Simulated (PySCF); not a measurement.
# Single point on BiP⁺

State: ⁴Π (quartet), unpaired electrons π ↑↑↑, a second solution, started from another occupation.

An equivalent input (the run itself took its basis sets from the Basis Set Exchange, started from a PBE0 density and held the occupation σ 9α 9β, πx 5α 3β, πy 4α 3β, δx 1α 1β, δy 1α 1β):

```python
from pyscf import gto, dft
mol = gto.M(atom='Bi 0 0 0; P 0 0 2.407', basis={'Bi': 'def2-SVP', 'P': 'def2-SVP'}, ecp={'Bi': 'def2-SVP'},
            charge=1, spin=3, verbose=4, symmetry='C2v')
mf = dft.UKS(mol, xc='PBE0')
mf.grids.atom_grid = (80, 434)
mf.grids.prune = dft.gen_grid.treutler_prune
mf.irrep_nelec = {'A1': (10, 10), 'A2': (1, 1), 'B1': (5, 3), 'B2': (4, 3)}
mf.conv_tol = 1e-9
mf.max_cycle = 60
mf.diis_space = 10
mf.kernel()
```

The log (some set-up lines and the per-cycle HOMO/LUMO lines removed):

```
******** <class 'pyscf.dft.uks_symm.SymAdaptedUKS'> ********
method = SymAdaptedUKS
damping factor = 0
level_shift factor = 0
DIIS = <class 'pyscf.scf.diis.CDIIS'>
diis_start_cycle = 1
diis_space = 10
diis_damp = 0
SCF conv_tol = 1e-09
SCF conv_tol_grad = None
SCF max_cycles = 60
number electrons alpha = 20  beta = 17
Set gradient conv threshold to 3.16228e-05
init E= -555.37529527953
cycle= 1 E= -555.37059602874  delta_E= 0.0047  |g|= 0.00397  |ddm|= 0.0206
cycle= 2 E= -555.37060249358  delta_E= -6.46e-06  |g|= 0.00281  |ddm|= 0.0104
cycle= 3 E= -555.370608511425  delta_E= -6.02e-06  |g|= 0.00085  |ddm|= 0.00574
cycle= 4 E= -555.370609201618  delta_E= -6.9e-07  |g|= 9.72e-05  |ddm|= 0.00187
cycle= 5 E= -555.370609210899  delta_E= -9.28e-09  |g|= 2.74e-05  |ddm|= 0.000231
cycle= 6 E= -555.370609211975  delta_E= -1.08e-09  |g|= 1.01e-05  |ddm|= 9.56e-05
cycle= 7 E= -555.370609212139  delta_E= -1.65e-10  |g|= 1.41e-06  |ddm|= 3.68e-05
Extra cycle  E= -555.370609212144  delta_E= -4.09e-12  |g|= 5.06e-07  |ddm|= 5.38e-06
converged SCF energy = -555.370609212144  <S^2> = 3.7568874  2S+1 = 4.0034422
```

Repeating this along the bond gives Re = 2.640 Å and ωe = 307 cm⁻¹.

A point of this curve took 0.35 CPU seconds beside 0.08 for the integrals (shared host).

These are scalar-relativistic numbers at best; spin–orbit coupling would shift them, the dissociation energy most.
